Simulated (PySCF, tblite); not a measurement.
C5H10FNSi2.
SMILES with atom numbers: `[N:1]#[C:2][C@@:3]1([F:4])[CH2:5][CH2:6][CH2:7][SiH2:8][SiH2:9]1` (hydrogens: H10, H11 on C5; H12, H13 on C6; H14, H15 on C7; H16, H17 on Si8; H18, H19 on Si9)

Cartesian coordinates in Å at the GFN2-xTB level; atoms count from 1:
```
atom  x, y, z in Å
N1    -3.5296    1.6073    0.1839
C2    -2.5019    1.1395    0.3731
C3    -1.1846    0.5924    0.5447
F4    -0.9061    0.5058    1.9176
C5    -1.1333   -0.8161   -0.0588
C6     0.1544   -1.5919    0.2351
C7     1.3664   -1.1627   -0.5947
Si8    2.0296    0.5647   -0.1146
Si9    0.1128    1.8558   -0.1891
H10   -1.2852   -0.7252   -1.1376
H11   -1.9728   -1.3901    0.3474
H12    0.3846   -1.5096    1.2999
H13   -0.0528   -2.6471    0.0334
H14    2.1496   -1.9127   -0.4704
H15    1.0931   -1.1816   -1.6525
H16    3.0663    0.9757   -1.0688
H17    2.6518    0.4737    1.2126
H18   -0.4233    2.1840   -1.5172
H19   -0.0288    3.0472    0.6485
```

Jobs on this species (19 atoms, 84 electrons) with PySCF (density fitting) and tblite. Hardware of each: Intel Xeon at 2.50 GHz, one thread, shared host. Times come from a shared host and carry two figures at best.

```tsv
level and settings	work	basis functions	SCF cycles	wall time
GFN2-xTB	L-BFGS relaxation	–	–	?
PBE0/pcSseg-1	shieldings, ring-centre shieldings, charges and field gradients	217	14	2.2 min
GFN2-xTB	Hessian by finite differences	–	–	3.1 s
```

Task: Fill in the missing figures.

Result: 
- GFN2-xTB; L-BFGS relaxation: 3.0 s

Task: What do all jobs in the table cost together?

Result: About 2.3 min; the longest takes about 96 % of that, and about 44 times as long as the shortest.
